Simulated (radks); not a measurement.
Question: Radial electron density D(r) = 4 pi r^2 rho(r) of an atom or ion with 46.3 electrons. All-electron calculation, Dirac Kohn-Sham, PBE, spin-unpolarised, spherical densities, finite nucleus; Fermi nuclear charge, rms radius of each element as measured or else 0.836 A^(1/3) + 0.57 fm. Program: a radial shooting solver on a logarithmic mesh with Libxc functionals.

| r (bohr) | D(r) (e/bohr) |
|---|---|
| 0.002068 | 5.119 |
| 0.002736 | 8.088 |
| 0.003621 | 12.51 |
| 0.00479 | 18.82 |
| 0.006389 | 27.56 |
| 0.008454 | 38.02 |
| 0.01119 | 49.23 |
| 0.0148 | 58.78 |
| 0.01958 | 63.61 |
| 0.02612 | 61.87 |
| 0.03456 | 56.56 |
| 0.04572 | 55.61 |
| 0.0605 | 64.96 |
| 0.08005 | 77.88 |
| 0.1059 | 77.68 |
| 0.1413 | 61.98 |
| 0.1869 | 55.25 |
| 0.2473 | 64.16 |
| 0.3272 | 59.03 |
| 0.4329 | 33.19 |
| 0.5728 | 19.18 |
| 0.764 | 21.82 |
| 1.011 | 18.82 |
| 1.338 | 9.728 |
| 1.77 | 3.372 |
| 2.342 | 0.8541 |
| 3.098 | 0.1548 |
| 4.132 | 0.01586 |
| 5.468 | 0.0007602 |

What is the nuclear charge?

Answer: Z = 49. The innermost maximum, from 1s, lies near gamma/Z bohr with gamma = sqrt(1 - (Z/c)^2) = 0.934, here 0.0191 bohr (found: 0.0209), and its height grows with Z. The density is that of the indium ion In2.7+ in [Kr] 4d10 5s0.3; the configuration itself is not fixed sharply by these data, and Z only to a few units. D(r) has 4 maxima, at r = 0.0209, 0.0917, 0.272, 0.815 bohr, and minima at 0.0412, 0.178, 0.591 bohr, inside which lie 2.03, 11.21, 28.95 electrons.
